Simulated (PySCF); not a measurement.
C₆ coefficients of unlike pairs at BHandHLYP

Calculated with PySCF 2.14 from the dipole response of each species, C₆(A,B) = (3/π) ∫ α_A(iu) α_B(iu) du, in atomic units, from isotropic polarisabilities. For ions this is the dispersion term alone; charge-induced terms of lower order in 1/R come first.

| species | configuration | basis | relativity | α (bohr³) | C₆ (like pair) |
| --- | --- | --- | --- | --- | --- |
| Xe | [Xe] (1S) | aug-cc-pwCVTZ-DK3 with one added diffuse shell each of s, p, d, f type (11s10p8d5f1g) | spin-free X2C | 27.36 | 290.2 |
| Al⁺ | [Ne] 3s2 (1S) | dyall-av3z (19s12p3d2f) | spin-free X2C | 24.27 | 122.8 |
| F⁺ | [He] 2s2 2p4 (3P) | aug-cc-pV5Z (7s6p5d4f3g2h) | none | 1.774 | 3.263 |

Estimate C₆ for F⁺ with Xe.

The integral gives 27.95. The combination rule 2 C_A C_B / (C_A α_B/α_A + C_B α_A/α_B) gives 27.39 and the geometric mean 30.77.

No spin-orbit coupling is included.

The other pairs:

| pair | C₆ |
| --- | --- |
| F⁺, Al⁺ | 14.97 |
| Al⁺, Xe | 178.9 |
